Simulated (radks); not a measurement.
Q: The mean radii <r> (bohr) of the occupied orbitals of an atom or ion are listed with their occupations. Method: scalar-relativistic Kohn-Sham, LDA (Slater exchange, Perdew-Wang correlation), spin-unpolarised, spherical densities, point nucleus; computed with a radial shooting solver on a logarithmic mesh with Libxc functionals.

orbital  occ.      <r>
1s          2  0.03613
2s          2   0.1582
2p          6   0.1378
3s          2   0.4441
3p          6   0.4465
3d         10   0.4333
4s          2    1.158
4p          6    1.303
4d          4    2.062

Name the element and its charge.

A: Z = 41, niobium, charge +1: Nb+ in [Kr] 4d4. The 1s radius gives Z: for a bare nucleus <r> = (2 gamma + 1)/(2Z) with gamma = sqrt(1 - (Z/c)^2), 0.03547 bohr for Z = 41, and screening makes it slightly larger (0.03613 here). The occupations add up to 40, and the charge is Z minus that.
